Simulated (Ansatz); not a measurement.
H4FNO2Si (SMILES N[Si](O)(O)F), singlet, geometry from GFN2-xTB; B3LYP/def2-SVP in Ansatz (an electronic-structure program).

Input for Ansatz:
Ansatz 0.2 input:
```yaml
crystal:
  periodic: [false, false, false]
  atoms:
    - {symbol: N, position_ang: [-1.62579543, -0.39223561, 0.32389398]}
    - {symbol: Si, position_ang: [0.00678283, -0.01584632, -0.02667791]}
    - {symbol: O, position_ang: [0.15160035, 1.19118861, -1.09394970]}
    - {symbol: O, position_ang: [0.87561401, -1.26695771, -0.55805838]}
    - {symbol: F, position_ang: [0.62124204, 0.48100088, 1.37992041]}
    - {symbol: H, position_ang: [-1.80161194, -0.95929876, 1.13650394]}
    - {symbol: H, position_ang: [-2.21464231, -0.69352764, -0.43425094]}
    - {symbol: H, position_ang: [-0.26657387, 2.02708298, -0.90986608]}
    - {symbol: H, position_ang: [1.75954311, -1.12961394, -0.88937291]}
basis:
  gaussian:
    orbitals: def2-SVP
hamiltonian:
  xc: b3lyp
```

The log (banner, timings and long lists left out):

```
Functional definition: B3LYP
1034 factors; their error is unknown
mean field evaluation 1: about -16227.1629 eV, gradient 8.7e1 eV
mean field evaluation 2: about -16214.7462 eV, gradient 1.2e2 eV
mean field evaluation 4: about -16240.2214 eV, gradient 4.4e0 eV
mean field evaluation 8: about -16240.2873 eV, gradient 2.9e-2 eV
mean field -16240.28731249 eV, -596.8195506719 hartree, gradient 3.7e-5 eV, S^2 0.000000; 0 other end points of the search recorded, 0 dependent functions left out
reference -16240.28752291 eV, -596.8195584045 hartree; 25, 25 occupied and 69, 69 virtual orbitals, 1034 factors
Total energy: -16240.28752291 eV, -596.8195584045 hartree
```
